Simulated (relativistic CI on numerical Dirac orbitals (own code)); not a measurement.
# L2,3 absorption of nickel in several valence states

Computed multiplet spectra 2p⁶3dⁿ → 2p⁵3dⁿ⁺¹ (Dirac-Coulomb-Breit ions, Slater integrals scaled by 0.9, an assumed crystal field that grows with the charge, no charge transfer; 300 K; Lorentzian 0.4 eV and Gaussian 0.3 eV FWHM at both edges, so that L2 comes out sharper than in experiment). Peaks over 5 % are given in eV from the highest peak in the L3 region of each spectrum (height, largest 100). S of the lowest state is read from ⟨S²⟩, and the branching ratio is the share of L3, cut at the minimum between the edges.

Field parameters in Wybourne normalisation: Oh B⁴₀ = 21Dq, B⁴₄ = √(5/14) B⁴₀. The field is a parameter set, without covalency.

- Ni²⁺ (d8, Oh, 10Dq = 10850 cm⁻¹): S = 1.00, branching ratio 0.74; peaks 0.0 (100), 2.4 (25), 3.3 (7), 17.3 (24), 18.7 (29)
- Ni⁴⁺ (d6, Oh, 10Dq = 17200 cm⁻¹): S = 2.00, high spin, branching ratio 0.79; peaks -3.3 (21), -2.0 (22), 0.0 (100), 1.4 (42), 1.9 (41), 4.0 (16), 4.5 (15), 6.2 (7), 15.7 (8), 17.9 (34), 19.9 (8), 22.5 (6)

Task: What spin state follows for Ni³⁺ in Oh, 10Dq = 14050 cm⁻¹, and does its branching ratio lie nearer 2/3 or nearer 0.8?

Result: Ni³⁺ (d7, Oh, 10Dq = 14050 cm⁻¹): S = 1.50, high spin, branching ratio 0.83; peaks -4.3 (59), -2.5 (76), -1.5 (81), 0.0 (100), 2.5 (11), 3.2 (9), 15.8 (23), 16.8 (26), 17.3 (23). High-spin states, above all those with an unquenched orbital moment, raise the ratio above the statistical 2/3; low spin and nearly empty shells keep it near or below 2/3.

The centroid of the whole edge, which also moves with the branching ratio, lies at 860.2 (Ni²⁺), 860.9 (Ni³⁺), 865.2 (Ni⁴⁺) eV in this ionic model, in steps of 0.7 to 4.3 eV. Compounds show about 1 to 2 eV a unit and lower energies for the high valences, since ligands screen the charge. The multiplet shape follows the d count and the spin state, and so serves as a fingerprint of valence. Real compounds of Ni³⁺, Ni⁴⁺ are mostly low spin, since covalency shrinks the Slater integrals more than this scale does.
